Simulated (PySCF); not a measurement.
siletan-1-amine (C3H9NSi), SMILES N[SiH]1CCC1.

Geometry optimised at PBE0-D3(BJ)/def2-SVP. Other conformers were not sampled.

Method: PBE0-D3(BJ)/def2-SVP (PySCF 2.14.0).

Frequencies are harmonic and unscaled.

```
mode  ν (cm⁻¹)  IR (km/mol)  moving atoms (share of kinetic energy)
----  --------  -----------  --------------------------------------
1          120         22.0          H 55 %, N 18 %, C 18 %, Si 9 %
2          137         13.0          H 46 %, C 23 %, N 23 %, Si 8 %
3          242         98.6                  H 81 %, C 10 %, Si 9 %
4          266          8.6         H 51 %, Si 22 %, C 16 %, N 11 %
5          321         71.9                          H 64 %, N 24 %
6          450          3.6         C 43 %, H 27 %, Si 17 %, N 13 %
7          565          3.4                          H 88 %, C 10 %
8          639          9.3                 H 64 %, C 19 %, Si 11 %
9          659         35.6                 C 47 %, H 26 %, Si 26 %
10         697         13.0                          H 81 %, C 14 %
11         803         82.4                 H 77 %, C 12 %, Si 11 %
12         826         27.8                   H 46 %, C 44 %, N 8 %
13         871         18.7                 H 45 %, N 32 %, Si 17 %
14         896         46.8                 H 63 %, C 17 %, Si 12 %
15         907         73.5                          H 56 %, C 34 %
16         960          5.7                                  H 98 %
17         965        132.0                 H 36 %, C 36 %, Si 20 %
18         980          7.4                          C 59 %, H 41 %
19        1064          0.5                          H 65 %, C 35 %
20        1155         49.4                          H 53 %, C 46 %
21        1207          1.8                          H 70 %, C 29 %
22        1234          2.3                          H 82 %, C 18 %
23        1283          1.0                          H 74 %, C 26 %
24        1406          8.5                           H 91 %, C 9 %
25        1427          7.7                           H 91 %, C 9 %
26        1468          1.7                           H 91 %, C 9 %
27        1538         55.9                          H 89 %, N 11 %
28        2218        149.3                                  H 97 %
29        3059         40.6                                  H 95 %
30        3072         14.2                                  H 94 %
31        3074          6.4                                  H 94 %
32        3114         19.1                          H 90 %, C 10 %
33        3153         13.9                           H 91 %, C 9 %
34        3156         12.3                           H 91 %, C 9 %
35        3631         39.5                                  H 96 %
36        3735         38.5                           H 91 %, N 9 %
```
